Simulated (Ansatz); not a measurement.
Coupled-cluster diagnostics for the cluster Al4P3, Ansatz.

Geometry of the doublet (B3LYP-D4/def2-SVP):

```tsv
atom	x (Å)	y (Å)	z (Å)
Al1	0.415	0.253	-1.132
Al2	-2.043	1.186	-0.625
Al3	2.399	-1.664	1.468
Al4	-1.176	-0.078	1.540
P5	0.181	-1.625	0.220
P6	-0.920	1.419	-2.536
P7	1.145	0.510	1.066
```

Correlated methods freeze 35 core orbitals. Another isomer (doublet) lies 0.53 eV lower at PBE0-D4/def2-TZVP; other spin states weren't run for this one.

Estimate the CCSD(T) correlation energy, the shares of MP2 and (T), T1 and the reference's ⟨S²⟩ for: charge 0, doublet, own geometry in def2-SVP; and the rough time on 4 threads of Intel Xeon on a shared host.


```
                          state     basis  correlation (eV)  MP2 share (%)  (T) share (%)     T1  ⟨S²⟩ (pure)  wall time            remarks
charge 0, doublet, own geometry  def2-SVP           -17.408           86.3            6.5  0.043  0.93 (0.75)       52 s  spin-contaminated
```
Customary marks for T1 are 0.02 (closed shells), 0.045 (open shells) and about 0.05 (3d metals). T1 exceeds 0.02 in 1 of 1 rows and 0.045 in 0; the higher it lies, the less the single-reference result can be trusted.
